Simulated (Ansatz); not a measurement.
Geometry optimisation, UKS PBE-D4/6-31G* (Ansatz 0.2.0).

Input file:

```yaml
crystal:
  periodic: [false, false, false]
  atoms:
    - { symbol: B, position_ang: [-0.17109, 1.70652, -1.48588] }
    - { symbol: B, position_ang: [-0.50382, 0.37245, -0.68384] }
    - { symbol: C, position_ang: [-0.70513, -0.77539, 0.08265] }
    - { symbol: Al, position_ang: [0.61386, -1.268, 1.45944] }
    - { symbol: H, position_ang: [-0.8668, 2.14304, -2.32676] }
    - { symbol: H, position_ang: [0.80054, 2.33484, -1.27769] }
    - { symbol: H, position_ang: [-1.46001, -0.18885, -1.05738] }
    - { symbol: H, position_ang: [1.10038, -0.33306, 2.60171] }
    - { symbol: H, position_ang: [1.25035, -2.6836, 1.57225] }
magnetization:
  spin_polarized: true
basis:
  gaussian: { orbitals: "6-31G*" }
hamiltonian:
  xc: pbe
  dispersion: d4
relax:
  f_tol: 0.02
  max_steps: 50
```

Command:

```bash
$ ansatz run input.yaml --threads 2 --pin off --max-ram 3072MiB --backend cpu --events-out ev --progress --plain --runs-dir out
```

Question: Where does it end, and by what steps?

Answer: It converged. After 19 steps the energy has fallen by 2.690 eV; H7 moved furthest, 1.63 Å. Parted: B2–H7. Joined: C3–H7.

```json
{"step": "0", "energy less start (eV)": "0.0000", "largest force component (eV/Å)": "2.928", "accepted": "yes"}
{"step": "1", "energy less start (eV)": "-0.8827", "largest force component (eV/Å)": "2.156", "accepted": "yes"}
{"step": "2", "energy less start (eV)": "-1.4694", "largest force component (eV/Å)": "1.600", "accepted": "yes"}
{"step": "3", "energy less start (eV)": "-1.8223", "largest force component (eV/Å)": "1.484", "accepted": "yes"}
{"step": "4", "energy less start (eV)": "-2.1805", "largest force component (eV/Å)": "0.803", "accepted": "yes"}
{"step": "5", "energy less start (eV)": "-2.3410", "largest force component (eV/Å)": "0.932", "accepted": "yes"}
{"step": "6", "energy less start (eV)": "-2.4632", "largest force component (eV/Å)": "0.598", "accepted": "yes"}
{"step": "7", "energy less start (eV)": "-2.4683", "largest force component (eV/Å)": "0.691", "accepted": "yes"}
{"step": "8", "energy less start (eV)": "-2.4642", "largest force component (eV/Å)": "1.074", "accepted": "no"}
{"step": "9", "energy less start (eV)": "-2.5270", "largest force component (eV/Å)": "0.122", "accepted": "yes"}
{"step": "10", "energy less start (eV)": "-2.5511", "largest force component (eV/Å)": "0.173", "accepted": "yes"}
{"step": "11", "energy less start (eV)": "-2.5820", "largest force component (eV/Å)": "0.177", "accepted": "yes"}
{"step": "12", "energy less start (eV)": "-2.6158", "largest force component (eV/Å)": "0.206", "accepted": "yes"}
{"step": "13", "energy less start (eV)": "-2.6391", "largest force component (eV/Å)": "0.225", "accepted": "yes"}
{"step": "14", "energy less start (eV)": "-2.6642", "largest force component (eV/Å)": "0.182", "accepted": "yes"}
{"step": "15", "energy less start (eV)": "-2.6759", "largest force component (eV/Å)": "0.179", "accepted": "yes"}
{"step": "16", "energy less start (eV)": "-2.6884", "largest force component (eV/Å)": "0.073", "accepted": "yes"}
{"step": "17", "energy less start (eV)": "-2.6885", "largest force component (eV/Å)": "0.095", "accepted": "yes"}
{"step": "18", "energy less start (eV)": "-2.6893", "largest force component (eV/Å)": "0.035", "accepted": "yes"}
{"step": "19", "energy less start (eV)": "-2.6897", "largest force component (eV/Å)": "0.014", "accepted": "yes"}
```

```xyz
9
Properties=species:S:1:pos:R:3
B -0.055 1.883 -1.255
B -0.500 0.371 -0.830
C -0.744 -0.905 -0.328
Al 0.513 -1.031 1.167
H -0.573 2.452 -2.184
H 0.806 2.474 -0.652
H -1.401 -1.745 -0.558
H 1.473 0.201 1.510
H 0.539 -2.392 2.016
```

The run took 41 s on 2 threads of Arm Neoverse V1 (shared host), peak memory 0.17 GiB.
